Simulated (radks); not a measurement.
Problem. Species: Se II. Configuration: [Ar] 3d10 4s2 4p3. Calculated with a radial shooting solver on a logarithmic mesh with Libxc functionals: Dirac Kohn-Sham, PBE, spin-unpolarised, spherical densities, finite nucleus; open shells are shared between the two j in proportion to 2j + 1; Fermi nuclear charge, rms radius 4.14 fm. Some entries of the table are withheld. Estimate them.

orbital,occ.,eigenvalue (eV),<r^2> (bohr^2)
1s1/2,2,-12511.42,0.002616
2s1/2,2,-1616.993,0.04521
2p1/2,2,-1451.680,(1)
2p3/2,4,-1409.918,(2)
3s1/2,2,-223.9296,0.3793
3p1/2,2,-167.3950,0.3981
3p3/2,4,-161.5213,0.4125
3d3/2,4,-64.1240,(3)
3d5/2,6,-63.2286,(4)
4s1/2,2,-26.8527,3.478
4p1/2,1,-15.7039,(5)
4p3/2,2,-15.2613,(6)

Solution. 
(1) 2p1/2 <r^2> (bohr^2): 0.03486
(2) 2p3/2 <r^2> (bohr^2): 0.03632
(3) 3d3/2 <r^2> (bohr^2): 0.4922
(4) 3d5/2 <r^2> (bohr^2): 0.4990
(5) 4p1/2 <r^2> (bohr^2): 5.089
(6) 4p3/2 <r^2> (bohr^2): 5.271
